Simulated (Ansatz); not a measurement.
Input file for Ansatz (a first-principles code): U-CCSD(T)/aug-cc-pVTZ on BF2 (SMILES F[B]F), 2S+1 = 2, atoms moved off the minimum.

Ansatz 0.2 input:
```yaml
crystal:
  periodic: [false, false, false]
  atoms:
    - {symbol: F, position_ang: [-1.08042244, -0.19733863, 0.14957328]}
    - {symbol: B, position_ang: [0.08590558, 0.38830170, -0.04817915]}
    - {symbol: F, position_ang: [1.21384690, -0.01701545, -0.02529259]}
basis:
  gaussian:
    orbitals: aug-cc-pVTZ
magnetization: {spin_polarized: true, initial_magnetization: 1}
correlation: {method: ccsd_t, electrons: outside_noble_gas}
scf: {omitted_lower_state_checks: [cluster_reference]}
output: {forces: true}
```

Program output:

```
WARN ansatz: RAYON_NUM_THREADS=1 ignored (pool sized by the plan → 1); use --threads N
Functional definition: HF
these checks for a lower state are left out or cut short: cluster_reference
integrals: 0.45 GiB planned
856 factors; integrals over basis functions are off by at most 7.2e-4 eV
mean field: 0.34 GiB planned
mean field evaluation 1: about -6084.9575 eV, gradient 2.3e1 eV
mean field evaluation 2: about -6084.9584 eV, gradient 2.3e1 eV
mean field evaluation 4: about -6086.9746 eV, gradient 2.4e0 eV
mean field evaluation 8: about -6087.0667 eV, gradient 1.9e-1 eV
mean field -6087.06698033 eV, -223.6955855651 hartree, gradient 1.3e-6 eV, S^2 0.752270; 0 other end points of the search recorded, 0 dependent functions left out
3 core orbitals not correlated
reference -6087.06698033 eV, -223.6955855651 hartree; 9, 8 occupied and 126, 127 virtual orbitals, 856 factors
densities: 1.75 GiB planned
second order -15.80138663 eV of doubles, -0.00000000 eV of singles
coupled cluster: 1.88 GiB planned
cycle   1  -15.49540979 eV  change    3.1e-1 eV  update   8.1e-2
cycle   2  -15.79849268 eV  change   -3.0e-1 eV  update   2.3e-2
cycle   3  -15.87446831 eV  change   -7.6e-2 eV  update   1.4e-2
cycle   4  -15.86072384 eV  change    1.4e-2 eV  update   3.8e-3
cycle   5  -15.85855251 eV  change    2.2e-3 eV  update   1.7e-3
cycle   6  -15.85994680 eV  change   -1.4e-3 eV  update   5.3e-4
cycle   7  -15.85998777 eV  change   -4.1e-5 eV  update   2.2e-4
cycle   8  -15.85995576 eV  change    3.2e-5 eV  update   6.1e-5
cycle   9  -15.85997254 eV  change   -1.7e-5 eV  update   2.2e-5
cycle  10  -15.85996538 eV  change    7.2e-6 eV  update   6.3e-6
cycle  11  -15.85996670 eV  change   -1.3e-6 eV  update   2.5e-6
cycle  12  -15.85996907 eV  change   -2.4e-6 eV  update   1.0e-6
perturbative correction -0.50406580 eV, -0.0185240766 hartree
the calculation of the forces begins
Total energy: -6103.43101521 eV, -224.2969527549 hartree
Atom 0 at    -1.080422    -0.197339     0.149573 Å, force     0.410485    -0.765252     0.144463 eV/Å
Atom 1 at     0.085906     0.388302    -0.048179 Å, force    -6.645952     4.010345    -0.492330 eV/Å
Atom 2 at     1.213847    -0.017015    -0.025293 Å, force     6.235467    -3.245093     0.347867 eV/Å
Dipole moment:     0.127994    -0.061948     0.006113 e Å
Checks for a lower state left out: cluster_reference
```

The calculation finished and met its thresholds.

Cost: roughly 10 core-minutes.
